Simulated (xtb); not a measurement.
The molecule CoSe, multiplicity 4 (lowest of 2S+1 = 2, 4, 6 at PBE0/def2-TZVPP; our sources give no spin for the ground state, which may be another). No spin–orbit coupling. Co is treated without relativity. Se is treated without relativity.

Seven points along R, fitted to fifth degree in 1/R; most abundant isotopes. Runs in def2 and cc sets follow the lowest solution found near the PBE0 minimum.

Codes used: xtb for the GFN methods.  The GFN methods have no spin term and hold the electronic entropy of 300 K.

Energies at GFN2-xTB:

| R (Å) | E (hartree) |
|---|---|
| 1.964405 | -6.72735536 |
| 2.017212 | -6.73168949 |
| 2.065794 | -6.73312614 |
| 2.120712 | -6.73274306 |
| 2.175631 | -6.73093614 |
| 2.238999 | -6.72773983 |
| 2.312928 | -6.72315085 |

Task: With a reduced mass of 33.9197 u, find the minimum, the force constant and the constants.

Result: A fifth-degree polynomial in 1/R puts the minimum at r_e = 2.0808 Å with force constant 276 N/m. Then ω_e = (1/2πc)√(k/μ) = 372 cm⁻¹ and B_e = h/(8π²cμr_e²) = 0.1148 cm⁻¹; the cubic and quartic terms give α_e = 0.00090 and ω_e x_e = 2.8 cm⁻¹.
